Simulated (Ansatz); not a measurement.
Species: HSiOCl, charge 0, singlet. HSiOCl (SMILES [Si](O)Cl).
B3LYP-D3(BJ)/def2-TZVP minimum from Ansatz (an electronic-structure program):
```
O
H 1 0.9643
Si 1 1.6530 2 115.88
Cl 3 2.0992 1 98.91 2 -180.00
```

Total energies in hartree (Ansatz). Open shells are spin-unrestricted; no spin-orbit coupling. Correlated methods leave the cores frozen. No relativity. For partners of very few electrons the exact lower level stands in for a higher one.

| species | HF/cc-pV(T+d)Z | CCSD(T)/cc-pV(T+d)Z | HF/cc-pV(Q+d)Z | CCSD(T)/cc-pV(Q+d)Z | CCSDT(Q)/cc-pV(T+d)Z |
|---|---|---|---|---|---|
| 1: HSiOCl (SMILES O[Si]Cl) | -824.01434 | -824.59313 | -824.02763 | -824.65222 | -824.59525 |
| 2: Si (triplet) | -288.85649 | -288.93344 | -288.85845 | -288.93781 | -288.93426 |
| 3: Cl (doublet) | -459.48556 | -459.67356 | -459.48916 | -459.69449 | -459.67440 |
| 4: O (triplet) | -74.81176 | -74.97396 | -74.81729 | -74.99357 | -74.97430 |
| 5: H (doublet) | -0.49981 | -0.49981 | -0.49995 | -0.49995 | -0.49981 |

Question: Work out the atomisation energy (electronic, to ground-state atoms) in kcal/mol: take Hartree-Fock from cc-pV(Q+d)Z, extrapolate the CCSD(T) correlation energy as X^-3 (X = 3, 4), and add CCSDT(Q) - CCSD(T) in cc-pV(T+d)Z. 1 hartree = 627.51 kcal/mol.

Answer: 
Species 1: correlation (64·(-0.62459) - 27·(-0.57879))/37 = -0.65801; step -0.00212; E1 = -824.02763 + (-0.65801) + (-0.00212) = -824.68776
Species 2: correlation (64·(-0.07936) - 27·(-0.07695))/37 = -0.08112; step -0.00082; E2 = -288.85845 + (-0.08112) + (-0.00082) = -288.94039
Species 3: correlation (64·(-0.20533) - 27·(-0.18800))/37 = -0.21798; step -0.00084; E3 = -459.48916 + (-0.21798) + (-0.00084) = -459.70798
Species 4: correlation (64·(-0.17628) - 27·(-0.16220))/37 = -0.18655; step -0.00034; E4 = -74.81729 + (-0.18655) + (-0.00034) = -75.00418
Species 5: correlation (64·(0.00000) - 27·(0.00000))/37 = 0.00000; step +0.00000; E5 = -0.49995 + (0.00000) + (+0.00000) = -0.49995
-1·E1 +1·E2 +1·E3 +1·E4 +1·E5 = 0.53526 hartree = 335.9 kcal/mol.
